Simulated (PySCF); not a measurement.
Vertical excitation energies

Compound: RuO4 (singlet state).
SMILES: `[O]=[Ru](=[O])(=[O])=[O]`

Computed with TDDFT PBE0/def2-SVPD, vertical, gas phase, core orbitals frozen in the response, def2 core potentials past Kr in PySCF 2.14.0, density-fitted response routines. Geometry: PBE0-D3(BJ)/def2-SVP; no solvent, vibrations or thermal averaging. Spin–orbit coupling is left out.

```
state  E (eV)  E (kJ/mol)  λ (nm)       f  |μ| (D)  symmetry              main configurations (H = HOMO, L = LUMO)
   S1    3.36         324   368.9  0.0000     0.00         –                                H-2/H-1/H→L/L+1 (≥77%)
   S2    3.36         324   368.9  0.0000     0.00         –                                H-2/H-1/H→L/L+1 (≥77%)
   S3    3.36         324   368.8  0.0000     0.00         –                                H-2/H-1/H→L/L+1 (≥92%)
   S4    3.91         377   317.4  0.0055     0.61        T2              H-2/H-1/H→L/L+1 (≥53%), H-5→L/L+1 (≥14%)
   S5    3.91         377   317.3  0.0055     0.61        T2                                H-2/H-1/H→L/L+1 (≥55%)
   S6    3.91         377   317.3  0.0055     0.61        T2              H-2/H-1/H→L/L+1 (≥51%), H-3→L/L+1 (≥20%)
   S7    4.21         406   294.5  0.0000     0.00         –                    H-4→L/L+1 (≥52%), H-5→L/L+1 (≥39%)
   S8    4.21         406   294.5  0.0000     0.00         –  H-3→L/L+1 (≥36%), H-5→L/L+1 (≥28%), H-4→L/L+1 (≥16%)
   S9    4.21         406   294.4  0.0000     0.00         –  H-3→L/L+1 (≥60%), H-5→L/L+1 (≥14%), H-4→L/L+1 (≥10%)
```

Triplets, Tamm–Dancoff:

```tsv
state	E (eV)	λ (nm)	main configurations (H = HOMO, L = LUMO)
T1	2.65	467.8	H-2/H-1/H→L/L+1 (≥87%)
T2	2.65	467.7	H-2/H-1/H→L/L+1 (≥74%)
T3	2.65	467.6	H-2/H-1/H→L/L+1 (≥74%)
```

The lowest singlet level (S1/S2/S3) comes at 369 nm (324 kJ/mol) in the ultraviolet; it is dark (f under 0.0005). The strongest level in the table is S4/S5/S6 at 3.91 eV (317 nm, f = 0.016 summed). S1/S2/S3, S4/S5/S6 and S7/S8/S9 lie within about 0.01 eV of each other in each set; the point group Td has degenerate representations, and within a degenerate level the listed configurations can mix freely. For S1 the Löwdin share of ruthenium is at most 3% in HOMO and 44% in LUMO. Weighted by f, the mean energy of these states is 3.91 eV. Of the 9 states listed, none reaches f = 0.01 and 6 stay under 0.0005. No computed singlet lies in the visible range (380 to 750 nm); the lowest, at 369 nm, stands 0.10 eV above its violet end (3.26 eV); a Tamm–Dancoff triplet lies at 468 nm, without intensity as long as spin–orbit coupling is left out. Symmetry labels in Td follow from the direction of the transition dipole and are given only for states with f of 0.002 or more. Orbitals of the list HOMO-3 to LUMO+2 that lie within 0.01 eV of each other are written together with a slash and their weights summed (≥ marks a lower bound); for degenerate orbitals outside that list single weights are arbitrary. The window holds the lowest 10 singlets. The highest level found (4.94 eV, f 0.019 so far) is left out, since the window may have cut off a degenerate partner.

On x86-64 server, one thread, shared host, this took 8.5 s of wall time.
